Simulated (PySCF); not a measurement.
**`CO[C@H](C)CCO`, C5H12O2**

Molfile (atoms numbered from 1):
```
C5H12O2
     RDKit          3D

 19 18  0  0  0  0  0  0  0  0999 V2000
    1.6649    1.5041    0.1895 C   0  0  0  0  0  0  0  0  0  0  0  0
    0.6031    0.7960   -0.3959 O   0  0  0  0  0  0  0  0  0  0  0  0
    0.2527   -0.4201    0.2541 C   0  0  2  0  0  0  0  0  0  0  0  0
    1.2780   -1.5257   -0.0053 C   0  0  0  0  0  0  0  0  0  0  0  0
   -1.1295   -0.8336   -0.2638 C   0  0  0  0  0  0  0  0  0  0  0  0
   -2.1994    0.2261    0.0134 C   0  0  0  0  0  0  0  0  0  0  0  0
   -2.0984    1.3371   -0.8362 O   0  0  0  0  0  0  0  0  0  0  0  0
    1.4828    1.6803    1.2569 H   0  0  0  0  0  0  0  0  0  0  0  0
    1.7189    2.4596   -0.3297 H   0  0  0  0  0  0  0  0  0  0  0  0
    2.6205    0.9825    0.0747 H   0  0  0  0  0  0  0  0  0  0  0  0
    0.1895   -0.2330    1.3406 H   0  0  0  0  0  0  0  0  0  0  0  0
    1.4087   -1.6573   -1.0766 H   0  0  0  0  0  0  0  0  0  0  0  0
    2.2397   -1.2808    0.4381 H   0  0  0  0  0  0  0  0  0  0  0  0
    0.9299   -2.4598    0.4261 H   0  0  0  0  0  0  0  0  0  0  0  0
   -1.0695   -0.9937   -1.3412 H   0  0  0  0  0  0  0  0  0  0  0  0
   -1.4141   -1.7701    0.2161 H   0  0  0  0  0  0  0  0  0  0  0  0
   -2.1345    0.5424    1.0677 H   0  0  0  0  0  0  0  0  0  0  0  0
   -3.1946   -0.1949   -0.1546 H   0  0  0  0  0  0  0  0  0  0  0  0
   -1.1586    1.5681   -0.8811 H   0  0  0  0  0  0  0  0  0  0  0  0
  1  2  1  0
  2  3  1  0
  3  4  1  0
  3  5  1  0
  5  6  1  0
  6  7  1  0
  1  8  1  0
  1  9  1  0
  1 10  1  0
  3 11  1  1
  4 12  1  0
  4 13  1  0
  4 14  1  0
  5 15  1  0
  5 16  1  0
  6 17  1  0
  6 18  1  0
  7 19  1  0
M  END
```

Computed, not measured: PySCF, GIAO KT3/pcSseg-1 magnetisability, rotational g tensor and spin-rotation constants, non-relativistic, gas phase. Geometry: GFN2-xTB.

Q: Give the nuclear spin-rotation constants along the inertial axes (H = +C I·J) beside the isotropic shieldings.

A: Rotational constants 3.5420, 1.9301, 1.3627 GHz. A star marks the isotopologue with that one atom substituted, in its own axes.
| atom | isotope | Caa (kHz) | Cbb (kHz) | Ccc (kHz) | mean (kHz) | σ (ppm) |
| --- | --- | --- | --- | --- | --- | --- |
| H8 | 1H | -0.398 | -0.188 | 0.066 | -0.173 | 28.6 |
| H9 | 1H | -0.357 | 0.057 | -0.108 | -0.136 | 27.9 |
| H10 | 1H | 0.094 | -0.158 | -0.128 | -0.064 | 28.0 |
| H11 | 1H | -0.363 | -0.205 | 0.078 | -0.164 | 28.2 |
| H12 | 1H | -0.404 | -0.221 | 0.038 | -0.196 | 30.8 |
| H13 | 1H | 0.014 | -0.172 | -0.134 | -0.097 | 29.9 |
| H14 | 1H | -0.396 | 0.028 | -0.145 | -0.171 | 30.9 |
| H15 | 1H | -0.391 | -0.231 | 0.063 | -0.186 | 30.0 |
| H16 | 1H | -0.390 | 0.034 | -0.135 | -0.164 | 30.3 |
| H17 | 1H | -0.283 | -0.189 | 0.064 | -0.136 | 27.5 |
| H18 | 1H | 0.085 | -0.118 | -0.137 | -0.057 | 27.8 |
| H19 | 1H | -0.075 | -0.137 | -0.145 | -0.119 | 29.2 |
| C1 | 13C* | 0.694 | 0.396 | 0.285 | 0.458 | 126.8 |
| O2 | 17O* | -0.426 | -0.207 | -0.105 | -0.246 | 273.8 |
| C3 | 13C* | 0.965 | 0.425 | 0.347 | 0.579 | 98.3 |
| C4 | 13C* | 0.518 | 0.305 | 0.191 | 0.338 | 164.6 |
| C5 | 13C* | 0.618 | 0.377 | 0.258 | 0.418 | 140.1 |
| C6 | 13C* | 0.884 | 0.381 | 0.301 | 0.522 | 115.3 |
| O7 | 17O* | -0.261 | -0.212 | -0.154 | -0.209 | 276.9 |

For the geometry as given, no vibrational averaging.

Q: How do the rotational constants and the g tensor change when H8, H9, H10, H11, H12, H13, H14, H15, H16, H17, H18, H19 are replaced by deuterium?

A: Constants 2.7896, 1.6243, 1.1493 GHz; g -0.0076, -0.0075, -0.0077, against -0.0091, -0.0088, -0.0091 before.
